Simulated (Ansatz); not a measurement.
## The standard entropy of InBH3F (SMILES [BH2][InH][F]) from a frequency calculation

A singlet with charge 0, relaxed at HF/3-21G (Ansatz 0.2.0):

```xyz
6

B    -0.8789    0.2606   -0.9146
In    0.6526   -0.1615    0.7703
F     2.1104   -1.3603    0.3862
H    -1.8574   -0.4044   -1.0452
H    -0.7318    1.1646   -1.6749
H     0.7471    0.4370    2.4319
```

Harmonic wavenumbers in cm⁻¹: 152, 170, 363, 487, 600, 601, 688, 895, 1240, 1847, 2698, 2783.

Masses in u: B 10.81, In 114.818, F 18.998, H 1.008. Take T = 298.15 K, p = 1 bar, R = 8.3145 J/(mol K), kT/hc = 207.22 cm⁻¹, rigid rotor and harmonic oscillator.

Problem. Work out S° at 298 K.

Solution. 
1. Translation (Sackur–Tetrode): S = R[3/2 ln M + 5/2 ln T − 1.1517] with M = 147.65 gives 171.1 J/(mol K).
2. Rotation: principal moments 36.217, 109.358, 141.417 u Å² give A, B, C = 0.4655, 0.1542, 0.1192 cm⁻¹; the symmetry number is σ = 1; q = (√π/σ)√((kT/hc)³/ABC) = 57159; S = R(ln q + 3/2) = 103.5.
3. Vibration: with u = ν̃/207.22, each mode gives R[u/(eᵘ − 1) − ln(1 − e⁻ᵘ)]; the sum is 34.6, most from 152 cm⁻¹ (11.1), 170 cm⁻¹ (10.2), 363 cm⁻¹ (4.6).
4. Electronic: R ln 1 = 0.0, from the spin multiplicity alone.
5. Sum: 171.1 + 103.5 + 34.6 + 0.0 = 309.2 J/(mol K).

No measured value is set beside it here. Where a soft mode is a torsion, a harmonic oscillator describes it poorly.
